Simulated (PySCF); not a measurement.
## Spectroscopy problems

PySCF calculation with spin–spin couplings from B3LYP/pcJ-1, GIAO PBE0/pcSseg-1 shieldings and coordinates at the GFN2-xTB level; no relativistic terms, rapidly exchanging positions averaged, single conformer, isolated molecule.

Referencing at the same level of theory: ¹H (31.72 ppm) and ¹³C (186.93 ppm) against TMS. Multiplet labels drop J under 1 Hz and among equivalent protons, and merge close values. Unscaled 3J(H,H) run several per cent high. One-bond C–F couplings are unscaled and too large by tens of Hz. Acid and N–H amide carbonyl carbons lie up to 10 ppm further downfield in solution (hydrogen bonding). Shifts are as computed. Against solution values, carbons near 30 ppm lie about +3 ppm off and those near 130 ppm about +5 ppm. Of 1211 compounds with measured shifts, 218 miss one by over three times the rms of a fit or turn the order of signals round; such compounds aren't used in these exercises. OH and NH positions are gas-phase values without hydrogen bonding to other molecules.

(1) C2HF3O2. ¹H NMR (300 MHz, computed): δ 6.74 (br s, 1H). ¹³C{¹H} NMR (computed): δ 161.9 (q, J = 45.1 Hz), 124.7 (q, J = 363.8 Hz). Identify the compound.

(2) C3H2F2. ¹H NMR (400 MHz, computed): δ 6.51 (td, J = 59.5, 2.1 Hz, 1H), 2.24 (td, J = 6.7, 2.1 Hz, 1H). ¹³C{¹H} NMR (computed): δ 109.6 (CH, t, J = 296.2 Hz), 85.4 (CH, t, J = 3.5 Hz), 80.2 (C, t, J = 30.9 Hz). Give a structure.

Results:

(1) SMILES O=C(O)C(F)(F)F. Rings plus π bonds: 1 (no ring in the answer). 2 carbon signals for 2 carbons: no two carbons are equivalent. Carbon types of the structure: 2 × C, leaving 1 H on heteroatoms. δC 161.9: carboxylic acid carbon; lone-pair donation from the attached heteroatom keeps it upfield of a ketone carbonyl. δC 124.7: CF3 carbon; 3 electronegative neighbours deshield it. δH 6.74: hydrogen on an acid hydroxyl oxygen; exchangeable; this is the value without hydrogen bonding to other molecules.

The shifts were computed for this structure.

(2) SMILES C#CC(F)F. The formula gives 2 degrees of unsaturation (no ring in the answer). 3 carbon signals for 3 carbons: no two carbons are equivalent. Carbon types of the structure: 1 × C, 2 × CH, which accounts for all hydrogens. δC 109.6: propargylic sp3 CH bonded to 2 F; 2 electronegative neighbours deshield it. δC 85.4: terminal alkyne carbon; sp carbons lie upfield of alkene carbons because the cylindrical π system leaves one tensor component strongly shielded. δC 80.2: alkyne carbon; the triple bond shields along its axis, which puts it between sp3 and sp2 carbons. δH 6.51: hydrogen on a propargylic sp3 CH bonded to 2 F; its carbon carries F, which withdraws density.

The shifts were computed for this structure.
